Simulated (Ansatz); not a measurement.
Consider the cleavage of the Si–Si bond: `N[Si@H](Cl)[Si@@H](N)F` + `[NH2][GeH2][OH]` → `[NH2][GeH2][O][SiH](N)Cl` + `N[SiH2]F`.

Computed with Ansatz on PBE0-D4/def2-TZVP structures; ΔE is electronic, products minus reactants. CCSD(T)/CBS is the MP2 limit (def2-TZVPP, def2-QZVPP) plus CCSD(T) − MP2 in def2-TZVPP, frozen cores. DFT in def2-TZVPP. B3LYP here is the variant with VWN-RPA as its local correlation; programs differ in this. For Ge outer-core shells are correlated without core-valence functions, which leaves a few kJ/mol of doubt a bond. Scalar relativity is left out up to krypton. One conformer a species, not always the lowest.

```json
{"level": "PBE-D4", "ΔE (kcal/mol)": "-30.0", "difference from CCSD(T)/CBS": "6.8"}
{"level": "r2SCAN-D4", "ΔE (kcal/mol)": "-35.6", "difference from CCSD(T)/CBS": "1.2"}
{"level": "PBE0-D4", "ΔE (kcal/mol)": "-32.6", "difference from CCSD(T)/CBS": "4.2"}
{"level": "B3LYP-D4", "ΔE (kcal/mol)": "-35.8", "difference from CCSD(T)/CBS": "1.0"}
{"level": "ωB97X-V", "ΔE (kcal/mol)": "-36.0", "difference from CCSD(T)/CBS": "0.8"}
{"level": "ωB97M-V", "ΔE (kcal/mol)": "-37.7", "difference from CCSD(T)/CBS": "-0.9"}
{"level": "B2PLYP", "ΔE (kcal/mol)": "-37.1", "difference from CCSD(T)/CBS": "-0.3"}
{"level": "PBE", "ΔE (kcal/mol)": "-29.5", "difference from CCSD(T)/CBS": "7.3"}
{"level": "r2SCAN", "ΔE (kcal/mol)": "-35.4", "difference from CCSD(T)/CBS": "1.4"}
{"level": "PBE0", "ΔE (kcal/mol)": "-32.1", "difference from CCSD(T)/CBS": "4.7"}
{"level": "B3LYP", "ΔE (kcal/mol)": "-35.0", "difference from CCSD(T)/CBS": "1.8"}
{"level": "HF/def2-TZVPP", "ΔE (kcal/mol)": "-41.7", "difference from CCSD(T)/CBS": "-4.9"}
{"level": "MP2/def2-TZVPP", "ΔE (kcal/mol)": "-39.4", "difference from CCSD(T)/CBS": "-2.6"}
{"level": "SCS-MP2/def2-TZVPP", "ΔE (kcal/mol)": "-39.7", "difference from CCSD(T)/CBS": "-2.9"}
{"level": "CCSD/def2-TZVPP", "ΔE (kcal/mol)": "-38.3", "difference from CCSD(T)/CBS": "-1.5"}
{"level": "CCSD(T)/def2-TZVPP", "ΔE (kcal/mol)": "-37.8", "difference from CCSD(T)/CBS": "-1.0"}
{"level": "HF/def2-QZVPP", "ΔE (kcal/mol)": "-42.0", "difference from CCSD(T)/CBS": "-5.2"}
{"level": "MP2/def2-QZVPP", "ΔE (kcal/mol)": "-38.9", "difference from CCSD(T)/CBS": "-2.1"}
{"level": "SCS-MP2/def2-QZVPP", "ΔE (kcal/mol)": "-39.1", "difference from CCSD(T)/CBS": "-2.3"}
{"level": "HF/CBS(def2)", "ΔE (kcal/mol)": "-42.0", "difference from CCSD(T)/CBS": "-5.2"}
{"level": "MP2/CBS(def2)", "ΔE (kcal/mol)": "-38.3", "difference from CCSD(T)/CBS": "-1.5"}
{"level": "CCSD/CBS(def2)", "ΔE (kcal/mol)": "-37.3", "difference from CCSD(T)/CBS": "-0.5"}
{"level": "CCSD(T)/CBS", "ΔE (kcal/mol)": "-36.8", "difference from CCSD(T)/CBS": "0"}
```

Largest T1 diagnostic among the species: 0.011.

The D4 term adds −0.8 kcal/mol with B3LYP and −0.4 kcal/mol with PBE0; it sums over pairs of atoms, weighted by their polarisabilities, and B3LYP, whose exchange is more repulsive, gets the larger term. From PBE to PBE0 (25 % exact exchange), in def2-TZVPP and without D4, ΔE moves by −2.7 kcal/mol. In def2-TZVPP, CCSD(T) changes the Hartree–Fock value by +3.9 kcal/mol (the triples alone add +0.5 kcal/mol) and MP2 by +2.4 kcal/mol.
